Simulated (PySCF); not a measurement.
Si(Br)(Me)(vinyl)(NH2) (C₃H₈BrNSi), SMILES C=C[Si](C)(N)Br.

Geometry: B3LYP-D3(BJ)/def2-SVP. Other conformers were not sampled.

Level of theory: TDA-CAM-B3LYP/def2-SVPD (PySCF).

Vertical excitations. 

| state | energy (eV) | λ (nm) | f | main pairs |
|---|---|---|---|---|
| S1 | 6.51 | 190 | 0.017 | HOMO−1→LUMO 56 %, HOMO−4→LUMO 16 %, HOMO−3→LUMO 10 % |
| S2 | 6.55 | 189 | 0.067 | HOMO→LUMO 80 % |
| S3 | 6.83 | 181 | 0.044 | HOMO→LUMO+1 50 %, HOMO−2→LUMO 11 %, HOMO−1→LUMO 9 % |
| S4 | 7.09 | 175 | 0.048 | HOMO−4→LUMO 27 %, HOMO−2→LUMO 14 %, HOMO→LUMO+1 13 %, HOMO−1→LUMO 8 % |
| S5 | 7.34 | 169 | 0.099 | HOMO−2→LUMO 35 %, HOMO−1→LUMO+1 30 %, HOMO→LUMO+3 8 % |
| S6 | 7.47 | 166 | 0.093 | HOMO−1→LUMO+1 33 %, HOMO−4→LUMO 18 %, HOMO−1→LUMO 16 %, HOMO→LUMO+1 7 % |
| T1 | 4.18 | 297 | 0 | HOMO−3→LUMO 35 %, HOMO−2→LUMO 22 %, HOMO→LUMO 16 %, HOMO−1→LUMO 14 % |
| T2 | 6.03 | 205 | 0 | HOMO−1→LUMO 36 %, HOMO−4→LUMO 33 %, HOMO−3→LUMO 21 % |
Triplets are in the Tamm–Dancoff approximation.
